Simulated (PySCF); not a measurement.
Computed properties of H3NSSe, SMILES N[Se]S

Se(NH2)(SH) (H3NSSe), SMILES S[Se]N. Geometry optimised at B3LYP-D3(BJ)/def2-TZVP. One conformer was computed; it need not be the lowest. All values are computed for the isolated molecule unless a solvent is named; none is compared with measurement here.

**Structure.** All 12 harmonic modes at B3LYP-D3(BJ)/def2-TZVP (PySCF) are real, so it is a minimum. With heavy atoms numbered as in [Se:1]([NH2:2])[SH:5], the shortest bond between them is Se1–N2 at 1.849 Å and the longest Se1–S5 at 2.216 Å.

**Vibrations.** The strongest infrared lines (harmonic, unscaled, degenerate partners summed) lie at 488 cm⁻¹ (89 km/mol, N 48 %, H 34 %, S 10 %), 734 cm⁻¹ (51 km/mol, H 52 %, N 37 %, Se 11 %), 360 cm⁻¹ (28 km/mol, S 57 %, Se 28 %, H 11 %). The softest mode is at 222 cm⁻¹ and the zero-point energy is 22.4 kcal/mol.

**Electronic structure.** r2SCAN/def2-TZVPD (PySCF) places the frontier levels at -5.97 and -1.83 eV, a gap of 4.14 eV, and gives a dipole moment of 2.03 D and a mean polarisability of 63.2 bohr³.

**Excitations.** TDDFT-PBE0/def2-SVPD (PySCF) has S1 at 4.20 eV (295 nm, f = 0.005, weak); the most intense of the 10 singlets computed lies at 6.23 eV (f = 0.13). T1 (TDA) is at 3.51 eV. No vertical singlet excitation falls in the visible range (under 3.1 eV).

**NMR.** GIAO shifts at PBE0/pcSseg-2 (PySCF) (non-relativistic, atoms alike by connectivity averaged): ¹H from 2.7 to 4.6 ppm against TMS.
